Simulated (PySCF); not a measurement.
**Electron correlation in In (indium, neutral)**

[Kr] 4d10 5s2 5p1, 2P determinant. All numbers are calculated (PySCF 2.14, scalar relativity by spin-free X2C-1e, in x2c-QZVPPall). Frozen: [Kr] 4d10; 3 electrons correlated.

MP2 pair energies summed by pair of shells (mhartree):

| pair | energy | share (%) |
| --- | --- | --- |
| 5s-5s | -18.38 | 58.2 |
| 5s-5p | -13.23 | 41.8 |

Total MP2 correlation energy: -31.61 mhartree.

Same-spin part -2.31 and opposite-spin part -29.30 mhartree; SCS-MP2 scales them by 1/3 and 6/5 to -35.93 mhartree.
